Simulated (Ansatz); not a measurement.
Gas-phase electronic energies from Ansatz, PBE0-D4/def2-TZVP geometries. CCSD(T)/CBS is the MP2 limit (def2-TZVPP, def2-QZVPP) plus CCSD(T) − MP2 in def2-TZVPP, frozen cores. Functionals use def2-TZVPP. For Ge outer-core shells are correlated without core-valence functions, which leaves a few kJ/mol of doubt a bond. Scalar relativity is left out up to krypton. One conformer a species, not always the lowest.

`[BH2][GeH2][O][SiH2]F` + `O=C[SiH2]Cl` → `B[SiH2]C=O` + `F[SiH2][O][GeH2][Cl]`  (redistribution)

`[BH2][GeH2][O][SiH2]F`:

Z-matrix (Å, degrees):
```
Ge
O 1 1.788
B 1 2.050 2 109.1
H 1 1.544 2 106.7 3 -122.4
H 1 1.544 2 106.6 3 122.2
Si 2 1.611 1 139.8 3 177.5
H 3 1.192 1 121.3 2 -0.4
H 3 1.194 1 119.1 2 179.5
F 6 1.594 2 108.0 1 -175.9
H 6 1.483 2 111.4 1 66.8
H 6 1.484 2 111.5 1 -58.5
```

`O=C[SiH2]Cl`:

Cartesian coordinates in Å:
```
O -0.430 0.475 -1.977
C -0.551 -0.227 -1.006
Si 0.400 0.235 0.601
Cl -0.029 -1.145 2.058
H -1.203 -1.130 -1.039
H 1.853 0.216 0.317
H -0.040 1.576 1.047
```

`B[SiH2]C=O`:

Z-matrix (Å, degrees):
```
Si
C 1 1.933
B 1 2.006 2 108.4
H 1 1.495 2 105.6 3 -113.6
H 1 1.484 2 108.9 3 128.2
O 2 1.202 1 123.6 3 -114.1
H 2 1.118 1 116.8 3 64.9
H 3 1.196 1 119.1 2 -45.0
H 3 1.194 1 123.0 2 135.5
```

`F[SiH2][O][GeH2][Cl]`:

Z-matrix (Å, degrees):
```
Si
O 1 1.623
F 1 1.597 2 109.6
H 1 1.479 2 111.5 3 -118.2
H 1 1.477 2 107.7 3 117.1
Ge 2 1.763 1 137.7 3 55.8
Cl 6 2.146 2 107.7 1 35.2
H 6 1.529 2 109.1 1 -82.0
H 6 1.528 2 106.7 1 151.6
```

```json
{"level": "PBE", "ΔE (eV)": "0.09"}
{"level": "MP2/CBS(def2)", "ΔE (eV)": "0.27"}
```

What does CCSD(T)/CBS give? (Estimate.)

Ansatz gave: +0.23 eV. The listed levels differ from it by -0.14, 0.04 eV.

Largest T1 diagnostic among the species: 0.016.

From PBE to PBE0 (25 % exact exchange), in def2-TZVPP and without D4, ΔE moves by +0.05 eV.
